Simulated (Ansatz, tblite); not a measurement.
Forces on Ge₃O₉H₆ at its PBE-D4/def2-SVP geometry. The state is a singlet with charge 0.

The xTB rows come from tblite. The structure holds 2 bonds between oxygen atoms, so isomers without such links may lie far lower. The structure comes from a short search, and lower isomers may exist.

GFN1-xTB (tblite), largest force 2.20 eV/Å:

```xyz
18
positions Å, forces eV/Å
Ge    0.715    0.922    1.848   -0.733    0.301   -0.029
Ge    0.783   -1.227   -1.460   -0.108   -0.300    0.375
Ge   -1.846   -1.260    0.409    0.507    0.050    0.686
O    -1.177    0.427    2.769    0.138   -0.236   -1.941
O     2.218   -1.659   -2.169   -1.212    0.353    0.578
O    -1.226    0.618    1.289    0.502   -0.305    2.116
O    -0.646   -0.481   -2.422    1.268    0.989   -0.572
O     1.340    0.847   -1.018    0.800    0.471   -1.036
O    -1.551   -1.926    2.194    0.610   -0.593   -0.174
O    -0.120    0.665   -3.164   -0.536   -1.295   -0.260
O     0.535    2.707    1.976   -0.852   -0.169   -0.069
O    -0.057   -1.747   -0.005    0.535    0.187   -0.979
H     2.298    0.761   -1.224   -1.038   -0.012    0.167
H     0.223    0.239   -3.981   -0.254    0.226    0.499
H    -0.695   -2.404    2.161   -0.842    0.548   -0.088
H    -0.394    3.005    1.907    0.825   -0.321    0.062
H    -1.317   -0.658    2.765    0.021    0.711   -0.494
H     0.921    1.170   -1.877    0.370   -0.603    1.158
```

GFN2-xTB (tblite), largest force 2.05 eV/Å:

```
Ge 0.254 0.644 -0.091
Ge 0.605 -1.467 0.313
Ge -0.393 -0.146 0.073
O -0.103 -0.039 -1.425
O -1.791 0.630 0.770
O 0.109 -0.130 1.627
O 0.874 1.008 -0.522
O 0.712 0.396 -0.578
O 0.774 -0.756 -0.305
O -0.357 -1.386 -0.198
O -0.798 -0.270 -0.166
O 0.858 0.345 -1.113
H -0.533 0.214 0.257
H -0.297 0.302 0.399
H -0.789 0.335 0.135
H 0.839 -0.120 0.088
H -0.092 0.490 -0.047
H 0.128 -0.049 0.783
```

r2SCAN-D4/def2-TZVP (Ansatz), largest force 0.85 eV/Å:

```
Ge -0.734 0.403 0.148
Ge -0.163 0.135 0.102
Ge 0.671 -0.074 0.510
O 0.204 -0.236 -0.249
O -0.573 0.174 0.266
O 0.361 -0.217 0.121
O 0.436 -0.163 0.274
O 0.201 -0.177 -0.683
O 0.415 -0.056 -0.451
O 0.170 -0.312 -0.503
O -0.505 -0.368 -0.086
O -0.124 0.345 -0.541
H -0.465 0.046 0.146
H -0.192 0.236 0.456
H -0.520 0.250 0.037
H 0.533 -0.178 0.045
H 0.076 0.339 -0.085
H 0.209 -0.146 0.493
```
